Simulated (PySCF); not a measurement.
# C₆ coefficients of unlike pairs at UHF

Calculated with PySCF 2.14 from the dipole response of each species, C₆(A,B) = (3/π) ∫ α_A(iu) α_B(iu) du, in atomic units, from isotropic polarisabilities. For ions this is the dispersion term alone; charge-induced terms of lower order in 1/R come first.

```json
{"species": "Al²⁺", "configuration": "[Ne] 3s1 (2S)", "basis": "aug-cc-pV(Q+d)Z (7s6p5d3f2g)", "relativity": "none", "α (bohr³)": "15.40", "C₆ (like pair)": "43.75"}
{"species": "F³⁺", "configuration": "[He] 2s2 2p2 (3P)", "basis": "def2-QZVPPD (8s5p4d2f1g)", "relativity": "none", "α (bohr³)": "0.9792", "C₆ (like pair)": "0.8691"}
{"species": "Ne²⁺", "configuration": "[He] 2s2 2p4 (3P)", "basis": "aug-cc-pV5Z (7s6p5d4f3g2h)", "relativity": "none", "α (bohr³)": "0.8306", "C₆ (like pair)": "1.034"}
{"species": "In³⁺", "configuration": "[Kr] 4d10 (1S)", "basis": "aug-cc-pVTZ-DK3 (8s7p5d2f)", "relativity": "spin-free X2C", "α (bohr³)": "2.383", "C₆ (like pair)": "6.121"}
```

**Question.** Estimate C₆ for Ne²⁺ with F³⁺.

**Answer.** The integral gives 0.9329. The combination rule 2 C_A C_B / (C_A α_B/α_A + C_B α_A/α_B) gives 0.9187 and the geometric mean 0.9479.

No spin-orbit coupling is included.

The other pairs:

```json
{"pair": "F³⁺, Al²⁺", "C₆": "4.699"}
{"pair": "In³⁺, Ne²⁺", "C₆": "2.470"}
{"pair": "In³⁺, F³⁺", "C₆": "2.298"}
{"pair": "Ne²⁺, Al²⁺", "C₆": "4.418"}
{"pair": "In³⁺, Al²⁺", "C₆": "12.01"}
```
